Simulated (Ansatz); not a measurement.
`FC[SiH](F)[SiH3]` + PH₃ → `F[SiH]([SiH3])P` + `CF`  (ligand exchange at the Si–C bond)

Gas-phase electronic energies from Ansatz, PBE0-D4/def2-TZVP geometries. CCSD(T)/CBS is the MP2 limit (def2-TZVPP, def2-QZVPP) plus CCSD(T) − MP2 in def2-TZVPP, frozen cores. This one scheme is used for every species. Functionals use def2-TZVPP. B3LYP here is the variant with VWN-RPA as its local correlation; programs differ in this. One conformer a species, not always the lowest.

`FC[SiH](F)[SiH3]`:

Cartesian coordinates in Å:
```
F -0.488 2.166 -0.269
C -0.993 1.255 0.658
Si 0.253 -0.162 0.824
F -0.428 -1.260 1.784
Si 0.743 -1.104 -1.265
H -1.152 1.781 1.605
H -1.965 0.901 0.300
H 1.478 0.333 1.505
H 1.488 -0.114 -2.087
H 1.580 -2.320 -1.089
H -0.515 -1.475 -1.966
```

PH₃:

Z-matrix (Å, degrees):
```
P
H 1 1.420
H 1 1.420 2 93.1
H 1 1.420 2 93.1 3 93.3
```

`F[SiH]([SiH3])P`:

Z-matrix (Å, degrees):
```
Si
Si 1 2.341
P 1 2.251 2 113.7
F 1 1.609 2 108.9 3 120.5
H 1 1.488 2 111.7 3 -120.9
H 2 1.487 1 112.3 3 -178.5
H 2 1.487 1 109.4 3 -56.9
H 2 1.488 1 107.9 3 61.3
H 3 1.423 1 90.8 2 -63.0
H 3 1.421 1 94.7 2 30.5
```

`CF`:

```xyz
5

C    -0.054    0.028   -0.006
F     1.161   -0.606    0.121
H    -0.095    0.532   -0.974
H    -0.161    0.760    0.798
H    -0.852   -0.714    0.060
```

(1) Is it downhill or uphill in electronic energy at CCSD(T)/CBS, and by how much? (Best estimate.)

(2) What do these levels give: PBE0-D4, PBE, revPBE, BLYP, B3LYP, HF/CBS(def2)? (Best estimate.)

Largest T1 diagnostic among the species: 0.014.

Results:

(1) Ansatz gave: Downhill: ΔE = -10.3 kcal/mol.

(2) Computed: PBE0-D4 -11.5, PBE -11.0, revPBE -11.1, BLYP -8.9, B3LYP -9.1, HF/CBS(def2) -8.5 kcal/mol.

Leaving LDA and LC-ωPBE aside and taking each functional with its dispersion term where it has one, the values, not all of them listed here, spread over 2.9 kcal/mol, from HSE06-D4 to CAM-B3LYP-D4. At CCSD(T), def2-SVP lies +2.6 kcal/mol from the extrapolated value and def2-TZVPP +0.8 kcal/mol.
